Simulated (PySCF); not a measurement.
# Calculated NMR parameters of CC/C=C(/C(=O)Cl)C(C)C

```yaml
Formula: C8H13ClO
SMILES: CC/C=C(/C(=O)Cl)C(C)C
InChI: InChI=1S/C8H13ClO/c1-4-5-7(6(2)3)8(9)10/h5-6H,4H2,1-3H3/b7-5+
Point_group_of_the_computed_structure: C1
Degrees_of_unsaturation: 2
Carbon_signals: 7
Proton_signals: 5
```

Structure with atom numbers: `[CH3:1][CH2:2]/[CH:3]=[C:4](/[C:5](=[O:6])[Cl:7])[CH:8]([CH3:9])[CH3:10]`; H(Xn) means a hydrogen on atom n.

Level of theory: GFN2-xTB geometry, shielding tensors at PBE0/pcSseg-1 (GIAO), in PySCF 2.14.0 with density-fitted response routines (relativity neglected, in vacuum, one conformer, fast rotation and ring inversion assumed for equivalent nuclei).

Referencing at the same level of theory: ¹H (31.72 ppm), ¹³C (186.93 ppm) against TMS; H2O for ¹⁷O (336.08 ppm).

| carbon | δC, type | δH (multiplicity) | HMBC from (2–3 bonds) | span of the C tensor (ppm) |
| --- | --- | --- | --- | --- |
| C1 | 15.6, CH3 | 1.14 (t) | H(C3), H(C2) | 28 |
| C2 | 27.0, CH2 | 2.35 (m) | H(C3), H(C1) | 24 |
| C3 | 162.2, CH | 7.60 (t) | H(C8), H(C2), H(C1) | 237 |
| C4 | 149.4, C | – | H(C3), H(C8), H(C2), H(C9)/H(C10) | 186 |
| C5 | 176.7, C | – | H(C3), H(C8) | 167 |
| C8 | 33.5, CH | 2.63 (sept) | H(C3), H(C9)/H(C10) | 21 |
| C9/C10 | 22.2, CH3 | 1.26 (d) | H(C8), H(C9)/H(C10) | 41 |

Other nuclei:
```json
{"atoms": "O6", "nucleus": "¹⁷O", "environment": "carbonyl oxygen", "δ (ppm)": "569.1", "σ (ppm)": "-233.1"}
```

Carbon types of the structure: 2 × C, 2 × CH, 1 × CH2, 3 × CH3, which accounts for all hydrogens. δC 176.7: carbonyl carbon. δC 162.2: β carbon of a C=C–C=O unit; conjugation with the carbonyl draws π density from the β position. δC 149.4: α carbon of a C=C–C=O unit; the olefinic region. δC 27.0: allylic sp3 CH2; aliphatic region, no heteroatom directly attached. δH 2.35: hydrogen on an allylic sp3 CH2; allylic position.

Carbons that carry Cl, above all several Cl atoms, come out too deshielded, partly because spin–orbit coupling is missing. Shifts are as computed. Against solution values, carbons near 30 ppm lie about +3 ppm off and those near 130 ppm about +5 ppm; carbons on Cl a further +6 ppm. Of 1211 compounds with measured shifts, 218 miss one by over three times the rms of a fit or turn the order of signals round; such compounds aren't used in these exercises. Unscaled 17O shifts of doubly bonded oxygen tend to come out too high, by tens of ppm or more. Experimental scales use liquid or dissolved standards, which lie at an offset from isolated H2O (liquid H2O: subtract about 36 ppm). Multiplicities follow the n + 1 count of equivalent neighbours, as no J values were calculated; m marks all less simple cases, F and P coupling included.
